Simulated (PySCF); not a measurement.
Cl₄H₃NTi, multiplicity 1.

```xyz
9

Ti     0.0000     0.0000     0.0255
Cl     1.8824    -1.0868    -0.2839
Cl     0.0000     0.0000     2.2000
Cl     0.0000     2.1736    -0.2839
Cl    -1.8824    -1.0868    -0.2839
N      0.0000     0.0000    -2.2402
H      0.0000    -0.9555    -2.6003
H      0.8275     0.4778    -2.6003
H     -0.8275     0.4778    -2.6003
```
Charge 0, spin multiplicity 1.

Coordinates come from a ωB97X-D3(BJ)/def2-SVP optimisation. The multiplicity is an assumed one; other spin states were not compared.

These are PBE0/pcSseg-1 run with PySCF values and carry that method's errors. Non-relativistic, no solvent.

Task: Give the absolute GIAO shielding of each atom: isotropic value and principal components (ppm). (An estimate is asked for; the answer gives what the named calculation found.)

Result: 
| atom | σ(iso) | σ11 | σ22 | σ33 | span |
|---|---|---|---|---|---|
| Ti1 | -869.3 | -1169.0 | -719.5 | -719.5 | 449.5 |
| Cl2 | 63.4 | -377.6 | -212.0 | 779.8 | 1157.4 |
| Cl3 | -53.7 | -484.1 | -484.1 | 807.1 | 1291.3 |
| Cl4 | 63.4 | -377.6 | -211.9 | 779.8 | 1157.4 |
| Cl5 | 63.4 | -377.6 | -212.0 | 779.8 | 1157.4 |
| N6 | 204.6 | 195.4 | 209.2 | 209.2 | 13.8 |
| H7 | 29.2 | 23.5 | 27.5 | 36.7 | 13.2 |
| H8 | 29.2 | 23.5 | 27.5 | 36.7 | 13.2 |
| H9 | 29.2 | 23.5 | 27.5 | 36.7 | 13.2 |
